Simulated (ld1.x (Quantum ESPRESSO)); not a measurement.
The numbers below are computed, except where a source is named.
## Hardness and transferability of assorted potentials

Generated with ld1.x 7.5 (TM, RRKJ, ultrasoft, PAW), atompaw 4.2 or ONCVPSP 4.0.1. The cutoff is in Ry: for ld1.x and atompaw files where the sum of valence levels is converged to 10 mRy in a Bessel basis, for ONCV files where the hardest occupied wave has 1 mHa per electron of residual kinetic energy. The error is the largest all-electron minus pseudo excitation energy over each file’s own four to seven test configurations (ionisations up to +4, promotions, holes and added fractions of an electron), all of which were solved. The labels leave out finer settings (local radius, basis sizes, second energies), which also bear on the numbers. Spin-polarised tests are not counted. The rows are a selection from randomly drawn settings: files with unsolved tests, undetermined cutoffs or missed reference levels are left out.

| element | potential | cutoff (Ry) | largest error (meV) | bound ghosts |
| --- | --- | --- | --- | --- |
| Ti | TM semilocal, LDA (PZ), scalar-relativistic, rc 2.75/3.85/1.20 (spd), local d, core correction yes, reference 3d2.5 4s1.5 4p0 | 110 | -644 | none |
| As | TM semilocal, BP86, scalar-relativistic, rc 1.50/1.85/1.65 (spd), local s, core correction yes, reference 4s2 4p2 | 35 | -291 | none |
| Cd | ultrasoft, PBE, scalar-relativistic, rc 2.30/2.95/1.55 (spd), local smoothed, core correction no, reference 4d10 5s1.5 5p0 | 50 | -290 | none |
| Ir | TM, PBEsol, scalar-relativistic, rc 2.40/3.40/2.30 (spd), local s, core correction no, reference 5d7 6s1.75 6p0.25 | 35 | -285 | none |
| Pb | TM, PBE, non-relativistic, rc 1.85/2.65 (sp), local s, core correction no, reference 6s1.5 6p2.5 | 21 | +165 | none |

Q: Fill in the row for Ru: TM, PBEsol, scalar-relativistic, rc 2.55/2.70/1.45 (spd), local s, core correction yes, reference 4d7 5s0 5p0.

A: cutoff 55 Ry, largest error -2064 meV, bound ghosts: none.

Q: Fill in the row for Mg: TM, PBE, non-relativistic, rc 2.00/2.54/3.80 (spd), local d, core correction no, reference 3s2 3p0.

A: cutoff 6 Ry, largest error +109 meV, bound ghosts: none.
